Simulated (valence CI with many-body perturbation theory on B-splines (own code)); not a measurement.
# Energy levels of Os XLIV

Method: valence CI with perturbative core correlation (CI+MBPT): five valence electrons over a frozen Dirac-Fock core [Ar] 3d10, a basis of 11 s, 11 p, 10 d, 8 f, 5 g, 2 h functions for each j, with the one-electron correlation potential Σ1, the two-electron term Σ2, the three-electron term Σ3, Breit, model QED; selected CI, second order for the rest, scaled by the run's own slope (own B-spline code, finite nucleus).

The last digits are not significant, and no measured levels were compared; by estimate large intervals hold to a few tenths of a per cent, small ones and those within an open d or f shell to about a per cent. Among the levels kept, up to 2200 cm⁻¹ of a level comes from second order outside the variational space, and about a tenth of that is noise between levels of different J, which matters for small intervals.

Levels 91 to 135 of 185, with energies above the lowest level, (4s^2 4p1/2^2 4p3/2) J=3/2. "Leading %" is the weight of the configuration and term that name the level; weights of strongly mixed levels are sums over their largest components and can fall short. In the jj column 3d3/2^4 stands for four electrons in 3d with j = 3/2. Lifetimes count E1, E2, E3, M1 and M2 decay at the calculated energies, and are blank where another channel may lead or the interval is too uncertain; long ones can be off by a factor of two.

| No. | Configuration | Term | J | E (× 10³ cm⁻¹) | Leading % | Leading jj | Second component | Lifetime |
| --- | --- | --- | --- | --- | --- | --- | --- | --- |
| 91 | 4s²4p²4f | ²D° | 5/2 | 3933.7 | 21 | 4s^2 4p1/2 4d5/2^2 (41 %) | 15 % 4s²4p4d² ⁴D° | 2.19 ps |
| 92 | 4s4p³4d | ⁴D° | 1/2 | 3936.2 | 31 | 4s 4p1/2 4p3/2^2 4d5/2 (36 %) | 13 % 4s²4p4d² ²P° | 1.76 ps |
| 93 | 4s4p³4d | ⁴P° | 5/2 | 3953.3 | 16 | 4s 4p1/2 4p3/2^2 4d3/2 (57 %) | 10 % 4s4p³4d ⁶D° | 912 fs |
| 94 | 4s²4p²4f | ²H° | 9/2 | 3975.9 | 26 | 4s^2 4p1/2 4p3/2 4f5/2 (45 %) | 20 % 4s4p³4d ⁴G° | 950 fs |
| 95 | 4s4p³4d | ⁴D° | 7/2 | 3981.2 | 22 | 4s 4p1/2 4p3/2^2 4d5/2 (42 %) | 14 % 4s²4p²4f ²F° | 1.72 ps |
| 96 | 4s4p³4d | ⁴F° | 9/2 | 3988.2 | 26 | 4s 4p1/2 4p3/2^2 4d5/2 (55 %) | 22 % 4s²4p²4f ⁴F° | 1.92 ps |
| 97 | 4s4p³4d | ²P° | 1/2 | 3988.9 | 30 | 4s 4p1/2 4p3/2^2 4d3/2 (44 %) | 22 % 4s4p³4d ⁴D° | 1.43 ps |
| 98 | 4s4p³4d | ⁴P° | 5/2 | 3990.8 | 23 | 4s 4p1/2 4p3/2^2 4d3/2 (47 %) | 13 % 4s²4p4d² ²F° | 829 fs |
| 99 | 4s4p³4d | ⁴P° | 3/2 | 3990.9 | 31 | 4s 4p1/2 4p3/2^2 4d3/2 (70 %) | 17 % 4s4p³4d ⁴S° | 491 fs |
| 100 | 4s4p³4d | ⁴G° | 7/2 | 4005.0 | 16 | 4s 4p1/2 4p3/2^2 4d3/2 (54 %) | 10 % 4s²4p²4f ⁴G° | 693 fs |
| 101 | 4s²4p²4f | ²D° | 3/2 | 4015.5 | 23 | 4s 4p1/2 4p3/2^2 4d3/2 (35 %) | 14 % 4s4p³4d ²D° | 1.16 ps |
| 102 | 4s²4p²4f | ²G° | 9/2 | 4020.9 | 32 | 4s^2 4p1/2 4p3/2 4f7/2 (44 %) | 32 % 4s4p³4d ²G° | 7.01 ps |
| 103 | 4s4p³4d | ⁴F° | 3/2 | 4028.2 | 28 | 4s 4p1/2 4p3/2^2 4d3/2 (58 %) | 18 % 4s²4p²4f ⁴F° | 826 fs |
| 104 | 4s4p³4d | ⁴G° | 5/2 | 4034.8 | 20 | 4s 4p1/2 4p3/2^2 4d3/2 (73 %) | 15 % 4s4p³4d ²F° | 627 fs |
| 105 | 4s4p³4d | ⁴G° | 11/2 | 4047.2 | 78 | 4s 4p1/2 4p3/2^2 4d5/2 (78 %) | 15 % 4s²4p²4f ²H° | 3.23 ps |
| 106 | 4s²4p²4f | ²F° | 5/2 | 4055.8 | 19 | 4s^2 4p1/2 4p3/2 4f7/2 (39 %) | 10 % 4s²4p²4f ²D° | 1.61 ps |
| 107 | 4s4p³4d | ⁴P° | 1/2 | 4060.2 | 42 | 4s 4p1/2 4p3/2^2 4d5/2 (69 %) | 32 % 4s4p³4d ²S° | 1.00e+03 fs |
| 108 | 4s4p³4d | ²G° | 7/2 | 4069.9 | 23 | 4s 4p1/2 4p3/2^2 4d3/2 (41 %) | 10 % 4s²4p4d² ⁴D° | 609 fs |
| 109 | 4s²4p²4f | ²G° | 7/2 | 4083.9 | 12 | 4s^2 4p1/2 4p3/2 4f5/2 (26 %) | 12 % 4s²4p4d² ²F° | 713 fs |
| 110 | 4s4p³4d | ²P° | 1/2 | 4090.9 | 29 | 4s 4p1/2 4p3/2^2 4d3/2 (54 %) | 12 % 4s4p³4d ²S° | 531 fs |
| 111 | 4s4p³4d | ⁴F° | 9/2 | 4092.4 | 23 | 4s 4p1/2 4p3/2^2 4d5/2 (42 %) | 17 % 4s²4p4d² ⁴G° | 1.22 ps |
| 112 | 4s4p³4d | ⁴D° | 5/2 | 4097.0 | 39 | 4s 4p1/2 4p3/2^2 4d5/2 (86 %) | 21 % 4s4p³4d ⁴P° | 2.02 ps |
| 113 | 4s4p³4d | ⁴S° | 3/2 | 4100.6 | 16 | 4s 4p1/2 4p3/2^2 4d3/2 (54 %) | 12 % 4s4p³4d ²P° | 612 fs |
| 114 | 4s4p³4d | ²D° | 3/2 | 4124.3 | 30 | 4s 4p1/2 4p3/2^2 4d5/2 (86 %) | 16 % 4s4p³4d ⁴P° | 1.28 ps |
| 115 | 4s4p³4d | ⁴D° | 5/2 | 4136.2 | 24 | 4s 4p1/2 4p3/2^2 4d5/2 (58 %) | 16 % 4s4p³4d ²F° | 730 fs |
| 116 | 4s4p³4d | ²F° | 7/2 | 4137.2 | 45 | 4s 4p1/2 4p3/2^2 4d5/2 (88 %) | 21 % 4s4p³4d ²G° | 2.26 ps |
| 117 | 4s4p³4d | ²P° | 1/2 | 4150.6 | 22 | 4s 4p1/2 4p3/2^2 4d3/2 (50 %) | 15 % 4s4p³4d ⁴D° | 551 fs |
| 118 | 4s4p³4d | ²D° | 5/2 | 4158.7 | 36 | 4s 4p1/2 4p3/2^2 4d3/2 (50 %) | 22 % 4s4p³4d ⁴D° | 484 fs |
| 119 | 4s4p³4d | ²P° | 1/2 | 4160.2 | 23 | 4s 4p1/2 4p3/2^2 4d3/2 (36 %) | 20 % 4s²4p4d² ²P° | 655 fs |
| 120 | 4s4p³4d | ²P° | 3/2 | 4160.5 | 17 | 4s 4p1/2 4p3/2^2 4d3/2 (67 %) | 16 % 4s4p³4d ²D° | 369 fs |
| 121 | 4s4p³4d | ²F° | 7/2 | 4189.6 | 42 | 4s 4p1/2 4p3/2^2 4d5/2 (83 %) | 16 % 4s4p³4d ⁴D° | 1.20 ps |
| 122 | 4s4p³4d | ²G° | 9/2 | 4201.5 | 68 | 4s 4p1/2 4p3/2^2 4d5/2 (82 %) | 10 % 4s4p³4d ⁴G° | 1.12 ps |
| 123 | 4s4p³4d | ²P° | 3/2 | 4201.7 | 23 | 4s 4p1/2 4p3/2^2 4d5/2 (75 %) | 22 % 4s4p³4d ⁴D° | 883 fs |
| 124 | 4s4p³4d | ⁴D° | 7/2 | 4211.7 | 39 | 4s 4p1/2 4p3/2^2 4d5/2 (85 %) | 14 % 4s4p³4d ²G° | 714 fs |
| 125 | 4s4p³4d | ²F° | 5/2 | 4221.8 | 42 | 4s 4p1/2 4p3/2^2 4d5/2 (85 %) | 14 % 4s4p³4d ⁴F° | 1.25 ps |
| 126 | 4s4p³4d | ²D° | 5/2 | 4224.8 | 24 | 4s 4p1/2 4p3/2^2 4d5/2 (79 %) | 21 % 4s4p³4d ²F° | 1.12 ps |
| 127 | 4s4p³4d | ²P° | 3/2 | 4246.5 | 40 | 4s 4p1/2 4p3/2^2 4d5/2 (83 %) | 29 % 4s4p³4d ²D° | 1.13 ps |
| 128 | 4s4p²4d² | ⁴F | 3/2 | 4257.1 | 40 | 4s 4p1/2^2 4d3/2^2 (93 %) | 34 % 4s4p²4d² ⁶G | 13.3 ps |
| 129 | 4s4p³4d | ²F° | 7/2 | 4273.1 | 42 | 4s 4p1/2 4p3/2^2 4d5/2 (75 %) | 12 % 4s4p³4d ⁴F° | 760 fs |
| 130 | 4s4p³4d | ²D° | 5/2 | 4281.7 | 45 | 4s 4p1/2 4p3/2^2 4d5/2 (79 %) | 15 % 4s4p³4d ⁴P° | 682 fs |
| 131 | 4s4p²4d² | ⁴F | 5/2 | 4296.9 | 25 | 4s 4p1/2^2 4d3/2^2 (88 %) | 17 % 4s4p²4d² ⁶G | 12.8 ps |
| 132 | 4s4p³4d | ²S° | 1/2 | 4299.9 | 37 | 4s 4p1/2 4p3/2^2 4d5/2 (85 %) | 24 % 4s4p³4d ²P° | 722 fs |
| 133 | 4s4p³4d | ²D° | 3/2 | 4304.1 | 36 | 4s 4p1/2 4p3/2^2 4d5/2 (81 %) | 9 % 4s4p³4d ²P° | 635 fs |
| 134 | 4s4p³4d | ²F° | 5/2 | 4348.0 | 34 | 4s 4p1/2 4p3/2^2 4d5/2 (82 %) | 22 % 4s4p³4d ²D° | 589 fs |
| 135 | 4s4p²4d² | ⁴P | 1/2 | 4355.3 | 45 | 4s 4p1/2^2 4d3/2^2 (89 %) | 30 % 4s4p²4d² ⁶D | 10.1 ps |

Where two levels of one J and parity lie close, their mixing, g and order are uncertain.
